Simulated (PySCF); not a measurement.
C4H4O2, SMILES Oc1ccco1.

Geometry optimised at PBE0-D3(BJ)/def2-SVP. One conformer was computed; it need not be the lowest.

Method: CAM-B3LYP/def2-TZVP in PySCF.

Symmetry labels are those of the subgroup Cs that the program uses (full group Cs).

**Question.** List the valence orbital energies around the gap with their symmetry. (The exact figures need the calculation; the answer reports its results.)

**Answer.** 
```csv
orbital,symmetry,energy (eV)
HOMO−7,A',-15.12
HOMO−6,A',-14.39
HOMO−5,A',-12.97
HOMO−4,A',-12.54
HOMO−3,A",-12.35
HOMO−2,A',-12.01
HOMO−1,A",-9.42
HOMO,A",-7.27
LUMO,A',1.51
LUMO+1,A",1.83
LUMO+2,A',2.96
LUMO+3,A",3.18
```
